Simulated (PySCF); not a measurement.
Telling isomers of C$_{7}$H$_{4}$F$_{2}$O apart by NMR

Level of theory: geometry from GFN2-xTB, shielding tensors at PBE0/pcSseg-1 (GIAO), in PySCF (no solvent, non-relativistic Hamiltonian, one conformer, rapidly exchanging positions averaged).

Referencing at the same level of theory: $^{1}$H (σ = 31.72 ppm) and $^{13}$C (σ = 186.93 ppm) against TMS. Splittings of carbon signals by F and P are missing where no couplings were computed. Where no couplings were computed, multiplicities follow the n + 1 count of equivalent neighbours, and m marks all less simple cases (inequivalent or close neighbours, rings, F or P nearby). Shifts are as computed. Against solution values, carbons near 30 ppm lie about +3 ppm off and those near 130 ppm about +5 ppm. Of 1211 compounds with measured shifts, 218 miss one by over three times the rms of a fit or turn the order of signals round; such compounds aren't used in these exercises.

(1) Tabulate the signals of `O=c1cccc(F)c(F)c1`, `O=c1ccc(F)cc(F)c1` and their relative energies.

(2) What is the quickest way to tell O=c1cccc(F)c(F)c1 from O=c1ccc(F)cc(F)c1?

Answers

(1) 
```tsv
SMILES	carbon types	δC	δH	E rel. (kcal/mol)
O=c1cccc(F)c(F)c1	3×C 4×CH	183.3, 168.3, 167.9, 152.3, 135.7, 135.2, 123.1	7.22 (m, 1H), 7.13 (m, 1H), 7.07 (m, 1H), 6.97 (m, 1H)	4.0
O=c1ccc(F)cc(F)c1	3×C 4×CH	182.9, 175.1, 174.9, 156.1, 133.4, 132.7, 118.8	7.25 (m, 1H), 7.13 (m, 1H), 7.02 (m, 1H), 6.84 (m, 1H)	0.0
```

Energies are electronic energies at PBE0/pcSseg-1 on these geometries, without zero-point or thermal terms, each for the one conformer computed, which needn't be the lowest.

(2) Both give the same number of carbon signals, with the same numbers of each carbon type, so the positions decide. The first has a unsaturated ring carbon (C) at 167.9 ppm, the second a unsaturated ring carbon (C) at 175.1 ppm. Their most deshielded carbons lie at 183.3 and 182.9 ppm.
